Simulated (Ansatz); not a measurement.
C9H16, SMILES `C#CCCCCCCC`, charge 0, multiplicity 1.

Problem. Give a relaxed structure at PBE0-D4/def2-TZVP (Ansatz). (Best estimate.)

Solution. Computed: 
```xyz
25

C     0.2996    1.2134   -4.4413
C     0.7097    0.9342   -3.3479
C     1.1904    0.5676   -2.0276
C     0.7775   -0.8474   -1.6199
C     1.3451   -1.2737   -0.2724
C     0.9395   -0.4061    0.9136
C    -0.5598   -0.3268    1.1503
C    -0.9257    0.4637    2.3958
C    -2.4240    0.5472    2.6283
H    -0.0611    1.4659   -5.4099
H     0.8139    1.2958   -1.3018
H     2.2833    0.6521   -2.0068
H     1.1160   -1.5447   -2.3912
H    -0.3143   -0.9091   -1.6145
H     1.0328   -2.3061   -0.0790
H     2.4392   -1.2960   -0.3385
H     1.4200   -0.8049    1.8143
H     1.3403    0.6074    0.7937
H    -0.9690   -1.3423    1.2312
H    -1.0551    0.1276    0.2841
H    -0.5085    1.4744    2.3149
H    -0.4416    0.0072    3.2669
H    -2.8604   -0.4489    2.7438
H    -2.6608    1.1196    3.5281
H    -2.9270    1.0299    1.7856
```
This is one stationary point; other conformers may exist.
